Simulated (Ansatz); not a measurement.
`CS[SiH2][SiH3]` + H₂S → `CS[SiH2]S` + SiH₄  (cleavage of the Si–Si bond)

Program: Ansatz. Geometries: PBE0-D4/def2-TZVP. ΔE: electronic, gas phase. CCSD(T)/CBS adds triple-zeta CCSD(T) − MP2 to the extrapolated MP2 energy (def2 sets, frozen cores). This one scheme is used for every species. Functionals use def2-TZVPP. B3LYP here is the variant with VWN-RPA as its local correlation; programs differ in this. One conformer a species, not always the lowest.

```
          level  ΔE (kJ/mol)  difference from CCSD(T)/CBS
        ωB97M-V        -68.8                         -4.2
            PBE        -55.7                          8.9
         r2SCAN        -63.8                          0.8
           PBE0        -58.4                          6.2
          B3LYP        -62.8                          1.8
  HF/def2-TZVPP        -70.2                         -5.6
CCSD/def2-TZVPP        -62.4                          2.2
  HF/def2-QZVPP        -70.1                         -5.5
   HF/CBS(def2)        -70.0                         -5.4
  MP2/CBS(def2)        -74.3                         -9.7
    CCSD(T)/CBS        -64.6                            0
```

Largest T1 diagnostic among the species: 0.012.
